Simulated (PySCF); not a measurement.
## Correlation energy of I⁺ (iodine, charge +1)

[Kr] 4d10 5s2 5p4, high-spin 3P determinant. Calculation: PySCF 2.14, in x2c-SVPall (6s5p3d, 36 functions); scalar relativity by spin-free X2C-1e. Frozen: [Kr] 4d10; 6 electrons correlated.

MP2 pair energies summed by pair of shells (mhartree):

```csv
pair,energy,share (%)
5p-5p,-28.48,49.9
5s-5p,-24.46,42.9
5s-5s,-4.13,7.2
```

Total MP2 correlation energy: -57.07 mhartree.

Same-spin part -14.39 and opposite-spin part -42.68 mhartree; SCS-MP2 scales them by 1/3 and 6/5 to -56.02 mhartree.

| level | correlation energy (mhartree) |
| --- | --- |
| CCSD | -70.13 |
| (T) | -0.68 |
| CCSD(T) | -70.81 |

Diagnostics: T1 = 0.0067, D1 = 0.0201, largest double amplitude 0.056.

Q: Is a single reference adequate?

A: Yes, within this model without spin-orbit coupling: T1 lies below 0.03 and no double amplitude reaches 0.07.
